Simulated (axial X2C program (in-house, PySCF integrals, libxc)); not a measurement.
**NiH⁺: properties at the nuclei**

Computed with an axial X2C code built on PySCF integrals: two-component X2C with atomic mean-field Coulomb and Gaunt terms, Gaussian nuclei, basis Ni dyall-cv3z, H dyall-v3z with contracted cores.

R = 1.469 Å (near the PBE0 minimum at charge 1 of the determinant lowest at the starting distance; the state shown can have its own minimum elsewhere).

Determinant lowest in the PBE0 search, Ω = 3 (⟨Sz⟩ = 1.00, ⟨Lz⟩ = 2.00 at PBE0), spin on the atoms Ni 0.96, H 0.04:

```csv
level,Eeff magnitude (GV/cm),Ws magnitude Ni (kHz),A∥/gI Ni (MHz),qzz Ni (a.u.),A∥/gI H (MHz),qzz H (a.u.)
PBE0,0.788,0.0939,756,-1.60,6.42,0.11
HF,0.385,0.0419,680,-1.15,-6.41,0.15
PBE,0.842,0.103,825,-1.84,9.64,0.11
BP86,0.849,0.104,838,-1.83,9.6,0.11
PBE50,0.628,0.0717,704,-1.32,1.75,0.13
```

Eeff is the effective electric field on the electron electric dipole moment in this Ω state and Ws the scalar–pseudoscalar constant of the nucleus named (defined with the proton number Z and per Ω); A∥ (defined per Ω) follows by multiplying with gI = μI/(I μN); qzz is the electric field gradient, eQq0 = 234.96 MHz × Q/barn × qzz. The operators were transformed with the bare-nucleus X2C matrices; with these basis sets, hyperfine constants and field gradients can be off by tens of per cent, and where levels differ in sign neither size nor sign is settled.

(1) With gI(61Ni) = -0.5000, Q(61Ni) = 0.162 barn (g factors from the IAEA table of nuclear moments by Stone; Q from Pyykkö, Mol. Phys. 2018), turn the PBE0 values of the first state into constants in MHz.

Each state is one determinant with collinear spin, which with several unpaired electrons need not be a pure state. Unrestricted Hartree–Fock can overshoot spin polarisation at the nuclei. With several open shells hyperfine constants can be off by a factor of several. Where Eeff spreads by more than a factor of two the levels disagree and none is to be relied on. Open-shell Ω = 0 determinants with evenly filled partner blocks cannot be reached by this program, so the Ω shown need not be the lowest component. The search compared states at one distance, so a state with another bond length can lie lower. Further determinants of the search, some of them spin-mixed, are not shown. Where a field gradient or hyperfine factor spreads by more than a factor of two over the levels, a constant derived from it is not to be relied on.

Answers

(1) A∥(61Ni) = 756 × -0.5000 = -378 MHz; eQq0(61Ni) = 234.96 × (0.162) × (-1.60) = -60.9 MHz.
